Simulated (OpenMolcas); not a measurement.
An OpenMolcas run meant for Xe³⁺ (ANO-R2, X2C; inactive shells 1s 2s 2p 3s 3p 3d 4s 4p 4d; intended active space 5 electrons in 8 orbitals (5s 5p 6s 6p)). One step of its input:

```
&CASPT2
Multistate=1 1
Frozen=9 9
IPEA=0.25
Imaginary=0.1
MaxIter=60
WThr=0.0 0.3 0.05
PrWF=0.5
NoMix
Shift=0.2
Sig2=0.3
```

Lines from the output:

```
|
   --------------------------------------------------------------------------------------
++ ---------   Input file   ---------
>>> COPY JOB001 $Project.JobIph
&CASPT2
Multistate=1 1
Frozen=9 9
IPEA=0.25
Imaginary=0.1
MaxIter=60
WThr=0.0 0.3 0.05
PrWF=0.5
NoMix
Shift=0.2
Sig2=0.3
-- ----------------------------------
>>> COPY JOB001 a.JobIph
*** symbolic link created: INPORB -> a.RasOrb
--- Start Module: caspt2 at  ---
()()()()()()()()()()()()()()()()()()()()()()()()()()()()()()()()()()()()()()()()()()()()()()()()()()
                                              &CASPT2
                                   only a single process is used
                       available to each process: 2.3 GB of memory, 1 thread
()()()()()()()()()()()()()()()()()()()()()()()()()()()()()()()()()()()()()()()()()()()()()()()()()()
 ###    ERROR: More than one intruder-state removal technique                ###
 ###    active: SHIFt/IMAGinary/SIG1/SIG2 are mutually exclusive!            ###
--- Stop Module: caspt2 at  /rc=_RC_INPUT_ERROR_ ---
.####################.
.# User input error #.
.####################.
```

What is wrong with the input?

More than one intruder-state remedy is switched on.
